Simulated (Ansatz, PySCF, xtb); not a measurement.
N2 (SMILES N#N) and CHN (SMILES C#N) are pulled apart as rigid monomers along the line of their centres of mass, from the B3LYP-D3(BJ)/def2-TZVP minimum. Starting geometry (charge 0, multiplicity 1):
```csv
atom,x (Å),y (Å),z (Å)
N,0.0639,0.3230,-1.0964
N,0.0305,0.1182,-0.0260
C,-0.0773,-0.5492,3.4218
N,-0.1126,-0.7676,4.5466
H,-0.0445,-0.3447,2.3738
```

Interaction energies with rigid monomers; basis-set methods are counterpoise corrected unless marked otherwise.

Rows in 6-311+G** carry no dispersion term and start afresh at each structure.

Programs: Ansatz (a program for electronic structure) with Gaussian orbitals; PySCF for 6-311+G** rows, the dispersion terms; xtb for the GFN methods. Each number belongs to the level named beside it.

```
N2···H5 (Å)  GFN-FF (kcal/mol)  r2SCAN/def2-TZVPPD (kcal/mol)  B3LYP/6-311+G** (no counterpoise) (kcal/mol)  B3LYP-D3(BJ)/def2-TZVPPD (kcal/mol)  wB97X-V/def2-TZVPPD (kcal/mol)
-----------  -----------------  -----------------------------  --------------------------------------------  -----------------------------------  ------------------------------
2.20                     -1.74                          -0.24                                         -0.46                                -0.98                           -0.70
2.45                     -1.33                              ?                                         -0.91                                -1.32                           -1.15
2.81                     -0.75                          -0.72                                         -0.82                                    ?                           -1.02
3.42                     -0.27                          -0.43                                         -0.48                                -0.58                           -0.56
4.40                     -0.06                          -0.19                                         -0.22                                -0.23                           -0.22
```

Problem. Complete the blanks.

Solution. 
- 2.81, B3LYP-D3(BJ)/def2-TZVPPD (kcal/mol): -1.09
- 2.45, r2SCAN/def2-TZVPPD (kcal/mol): -0.73
